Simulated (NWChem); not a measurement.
System: C$_{3}$H$_{2}$FNS; SMILES Fc1cscn1

Excerpt of the output:

```
             Northwest Computational Chemistry Package (NWChem) 7.3.0
             --------------------------------------------------------

                             Geometry "geometry" -> ""
                             -------------------------

 Output coordinates in angstroms (scale by  1.889725989 to convert to a.u.)

  No.       Tag          Charge          X              Y              Z
 ---- ---------------- ---------- -------------- -------------- --------------
    1 F                    9.0000    -0.25397100     2.27846300     0.00000000
    2 C                    6.0000    -0.06547600     0.97563900     0.00000000
    3 C                    6.0000    -1.07918700     0.05585500     0.00000000
    4 S                   16.0000    -0.38280100    -1.51262200     0.00000000
    5 C                    6.0000     1.18476200    -0.79285100     0.00000000
    6 N                    7.0000     1.19748000     0.50615700     0.00000000
    7 H                    1.0000    -2.15226300     0.23107100     0.00000000
    8 H                    1.0000     2.08374700    -1.41308500     0.00000000

 Effective nuclear repulsion energy (a.u.)     275.6975398254

                                 NWChem DFT Module
                                 -----------------

 Summary of "ao basis" -> "ao basis" (spherical)
 ------------------------------------------------------------------------------
       Tag                 Description            Shells   Functions and Types
 ---------------- ------------------------------  ------  ---------------------
 F                          def2-svp                 6       14   3s2p1d
 C                          def2-svp                 6       14   3s2p1d
 S                          def2-svp                 8       18   4s3p1d
 N                          def2-svp                 6       14   3s2p1d
 H                          def2-svp                 3        5   2s1p

 in cosmo_initialize ...

 solvent parameters
 solvname_short: unkn
 solvname_long:  unknown
 dielec:       25.0000

          ---------------
          -cosmo- solvent
          ---------------
 Cosmo: York-Karplus, doi: 10.1021/jp992097l
 dielectric constant -eps-     =  25.00
 screen = (eps-1)/(eps    )    =   0.96000
 surface charge correction     = lagrangian

   van der Waals surface
 --------------------------

 ---------- ATOMIC COORDINATES (A.U.) ------------ VDWR(ANG.) --
     1   -0.47993560    4.30567075    0.00000000     1.720
     2   -0.12373170    1.84369037    0.00000000     2.000
     3   -2.03936772    0.10555065    0.00000000     2.000
     4   -0.72338900   -2.85844110    0.00000000     2.160
     5    2.23887554   -1.49827114    0.00000000     2.000
     6    2.26290908    0.95649804    0.00000000     1.830
     7   -4.06718733    0.43666087    0.00000000     1.300
     8    3.93771086   -2.67034345    0.00000000     1.300
 number of segments per atom =         32
 number of   points per atom =         32
 atom (   nspa,  nppa )
 ----------------------
    1 (     22,     0 )       0
    2 (     12,     0 )       0
    3 (     14,     0 )       0
    4 (     18,     0 )       0
    5 (     16,     0 )       0
    6 (     16,     0 )       0
    7 (     16,     0 )       0
    8 (     14,     0 )       0
 number of -cosmo- surface points =      128
 molecular surface =    122.148 angstrom**2
 molecular volume  =    105.149 angstrom**3
 G(cav/disp)       =      1.471 kcal/mol
 -lineq- algorithm             =   0
 -bem- low  level              =   2
 -bem- from -octahedral-
 gaussian surface charge width =   4.50000
 degree of switching           =   1.00000
 switching function tolerance  =   0.00010
 atomic radii =
 --------------
    1  9.000  1.720
    2  6.000  2.000
    3  6.000  2.000
    4 16.000  2.160
    5  6.000  2.000
    6  7.000  1.830
    7  1.000  1.300
    8  1.000  1.300
 ...... end of -cosmo- initialization ......

            General Information
            -------------------
          SCF calculation type: DFT
          Wavefunction type:  closed shell.
          No. of atoms     :     8
          No. of electrons :    52
           Alpha electrons :    26
            Beta electrons :    26
          Charge           :     0
          Spin multiplicity:     1
          Use of symmetry is: off; symmetry adaption is: off
          Maximum number of iterations: 150
          AO basis - number of functions:    98
                     number of shells:    44
          Convergence on energy requested:  1.00D-06
          Convergence on density requested:  1.00D-05
          Convergence on gradient requested:  5.00D-04

              XC Information
              --------------
                       M06-2X Method XC Functional
                     Hartree-Fock (Exact) Exchange  0.540
                        M06-2X Exchange Functional  1.000
                      M06-2X Correlation Potential  1.000

             Grid Information
             ----------------
          Grid used for XC integration:  medium
          Radial quadrature: Mura-Knowles
          Angular quadrature: Lebedev.
          Tag              B.-S. Rad. Rad. Pts. Rad. Cut. Ang. Pts.
          ---              ---------- --------- --------- ---------
          F                   0.50       49          11.0       434
          C                   0.70       49          10.0       434
          S                   1.00       88           8.0       590
          N                   0.65       49          10.0       434
          H                   0.35       45          11.0       434
          Grid pruning is: on
          Number of quadrature shells:   423
          Spatial weights used:  Erf1

      Superposition of Atomic Density Guess
      -------------------------------------

 Sum of atomic energies:        -664.75700102

      Non-variational initial energy
      ------------------------------

 Total energy =    -668.036100
 1-e energy   =   -1463.034606
 2-e energy   =     519.300967
 HOMO         =      -0.228518
 LUMO         =       0.006590

   convergence    iter        energy       DeltaE   RMS-Dens  Diis-err
 ---------------- ----- ----------------- --------- --------- ---------
     COSMO gas phase
 d= 0,ls=0.0,diis     1   -667.7468720308 -9.43D+02  1.08D-02  7.14D-01
 d= 0,ls=0.0,diis     2   -667.7713495381 -2.45D-02  5.20D-03  6.86D-01
 d= 0,ls=0.0,diis     3   -667.8382534897 -6.69D-02  1.17D-03  1.84D-02
 d= 0,ls=0.0,diis     4   -667.8399013535 -1.65D-03  5.42D-04  4.03D-03
 d= 0,ls=0.0,diis     5   -667.8403402883 -4.39D-04  1.79D-04  4.13D-04
  Resetting Diis
 d= 0,ls=0.0,diis     6   -667.8403906212 -5.03D-05  5.48D-05  2.04D-05
 d= 0,ls=0.0,diis     7   -667.8403934033 -2.78D-06  2.63D-05  2.72D-06
 d= 0,ls=0.0,diis     8   -667.8403933004  1.03D-07  1.53D-05  3.99D-06
 d= 0,ls=0.0,diis     9   -667.8403938419 -5.41D-07  3.25D-06  7.21D-08

   convergence    iter        energy       DeltaE   RMS-Dens  Diis-err
 ---------------- ----- ----------------- --------- --------- ---------
     COSMO solvation phase
 d= 0,ls=0.0,diis     1   -667.8466301600 -6.24D-03  1.65D-03  3.39D-03
 d= 0,ls=0.0,diis     2   -667.8474438049 -8.14D-04  4.07D-04  2.28D-03
 d= 0,ls=0.0,diis     3   -667.8476811001 -2.37D-04  1.76D-04  2.31D-04
 d= 0,ls=0.0,diis     4   -667.8477138224 -3.27D-05  3.62D-05  1.69D-05
 d= 0,ls=0.0,diis     5   -667.8477155056 -1.68D-06  1.55D-05  2.21D-06
 d= 0,ls=0.0,diis     6   -667.8477157445 -2.39D-07  2.59D-06  3.81D-08

         Total DFT energy =     -667.847715744466
      One electron energy =    -1465.224460436631
           Coulomb energy =      581.527850749533
    Exchange-Corr. energy =      -59.956841276733
 Nuclear repulsion energy =      275.697539825382

             COSMO energy =        0.108195393981

 Numeric. integr. density =       52.000005903106

                                   COSMO solvation results
                                   -----------------------

                 gas phase energy =      -667.840393841880
                 sol phase energy =      -667.847715744466
 (electrostatic) solvation energy =         0.007321902586 (    4.59 kcal/mol)

                       DFT Final Molecular Orbital Analysis
                       ------------------------------------

 Vector   24  Occ=2.000000D+00  E=-3.691669D-01
              MO Center=  9.2D-01,  5.5D-02,  7.0D-10, r^2= 2.6D+00
   Bfn.  Coefficient  Atom+Function         Bfn.  Coefficient  Atom+Function
  ----- ------------  ---------------      ----- ------------  ---------------
    78      0.402121  6 N  px                81     -0.300399  6 N  px
    79      0.261605  6 N  py                53     -0.226803  4 S  px
    54     -0.197829  4 S  py                77     -0.191748  6 N  s
    82     -0.190643  6 N  py                50     -0.187977  4 S  px
    76     -0.173890  6 N  s                 51     -0.158556  4 S  py

 Vector   25  Occ=2.000000D+00  E=-3.587695D-01
              MO Center=  2.7D-02, -5.6D-01,  5.3D-09, r^2= 2.7D+00
   Bfn.  Coefficient  Atom+Function         Bfn.  Coefficient  Atom+Function
  ----- ------------  ---------------      ----- ------------  ---------------
    55      0.442477  4 S  pz                80      0.342109  6 N  pz
    52      0.333089  4 S  pz                83     -0.258860  6 N  pz
    34      0.228744  3 C  pz                49      0.184645  4 S  pz
    37      0.181094  3 C  pz                66     -0.132805  5 C  pz
    69     -0.087187  5 C  pz                20     -0.058430  2 C  pz

 Vector   26  Occ=2.000000D+00  E=-3.074835D-01
              MO Center= -1.4D-01, -2.4D-03, -2.0D-09, r^2= 2.8D+00
   Bfn.  Coefficient  Atom+Function         Bfn.  Coefficient  Atom+Function
  ----- ------------  ---------------      ----- ------------  ---------------
    20      0.345911  2 C  pz                34      0.341227  3 C  pz
    66     -0.289440  5 C  pz                37      0.276976  3 C  pz
    55     -0.272210  4 S  pz                69     -0.234700  5 C  pz
     6      0.207374  1 F  pz                23      0.197578  2 C  pz
    52     -0.186858  4 S  pz                 9     -0.172411  1 F  pz

 Vector   27  Occ=0.000000D+00  E=-2.126313D-03
              MO Center=  2.7D-01, -5.3D-01, -1.9D-09, r^2= 3.1D+00
   Bfn.  Coefficient  Atom+Function         Bfn.  Coefficient  Atom+Function
  ----- ------------  ---------------      ----- ------------  ---------------
    69     -0.521816  5 C  pz                55      0.517977  4 S  pz
    37     -0.415539  3 C  pz                66     -0.411329  5 C  pz
    34     -0.302438  3 C  pz                83      0.299995  6 N  pz
    80     -0.234489  6 N  pz                52      0.224640  4 S  pz
    23      0.210135  2 C  pz                20      0.170380  2 C  pz

 Vector   28  Occ=0.000000D+00  E= 6.966922D-02
              MO Center= -2.5D-01, -1.2D+00, -6.8D-10, r^2= 3.0D+00
   Bfn.  Coefficient  Atom+Function         Bfn.  Coefficient  Atom+Function
  ----- ------------  ---------------      ----- ------------  ---------------
    63     -1.073270  5 C  s                 53      0.984377  4 S  px
    31      0.880118  3 C  s                 17     -0.439342  2 C  s
    54     -0.424718  4 S  py                95      0.380502  8 H  s
    36     -0.369145  3 C  py                77      0.296146  6 N  s
    67      0.291687  5 C  px                33     -0.266303  3 C  py

 Vector   29  Occ=0.000000D+00  E= 9.359089D-02
              MO Center=  1.3D-01,  4.4D-01, -1.3D-10, r^2= 2.6D+00
   Bfn.  Coefficient  Atom+Function         Bfn.  Coefficient  Atom+Function
  ----- ------------  ---------------      ----- ------------  ---------------
    23      0.675834  2 C  pz                83     -0.545092  6 N  pz
    37     -0.506189  3 C  pz                20      0.498588  2 C  pz
    80      0.365486  6 N  pz                69      0.329744  5 C  pz
    34     -0.251108  3 C  pz                 9     -0.191934  1 F  pz
     6      0.168649  1 F  pz                66      0.155104  5 C  pz

     Multipole analysis of the density
     ---------------------------------

     L   x y z        total         alpha         beta         nuclear
     -   - - -        -----         -----         ----         -------
     0   0 0 0     -0.000000    -26.000000    -26.000000     52.000000

     1   1 0 0     -0.526829     -0.399364     -0.399364      0.271899
     1   0 1 0     -1.217965     -0.700784     -0.700784      0.183602
     1   0 0 1     -0.000000     -0.000000     -0.000000      0.000000

     2   2 0 0    -27.441175    -80.450565    -80.450565    133.459955
     2   1 1 0     -3.051998      1.194222      1.194222     -5.440443
     2   1 0 1      0.000000      0.000000      0.000000      0.000000
     2   0 2 0    -31.115167   -188.175938   -188.175938    345.236709
     2   0 1 1      0.000000      0.000000      0.000000      0.000000
     2   0 0 2    -30.829611    -15.414805    -15.414805      0.000000
```

Level: M06-2X/def2-SVP, COSMO on the gas-phase geometry. Geometry: optimised at PBE0/def2-SVP. COSMO prints the solvation energy as gas minus solution, so a positive value is a stabilisation.

Question: Which NWChem input produces such a log?

Answer: This is not unique; one that fits is the input that was run:
```
start job
memory heap 200 mb stack 900 mb global 1100 mb
geometry units angstroms noautosym nocenter noautoz
  F     -0.253971     2.278463     0.000000
  C     -0.065476     0.975639     0.000000
  C     -1.079187     0.055855     0.000000
  S     -0.382801    -1.512622     0.000000
  C      1.184762    -0.792851     0.000000
  N      1.197480     0.506157     0.000000
  H     -2.152263     0.231071     0.000000
  H      2.083747    -1.413085     0.000000
end
basis spherical
  * library def2-svp
end
dft
  xc m06-2x
  iterations 150
end
cosmo
  dielec 25.0
end
task dft energy
```
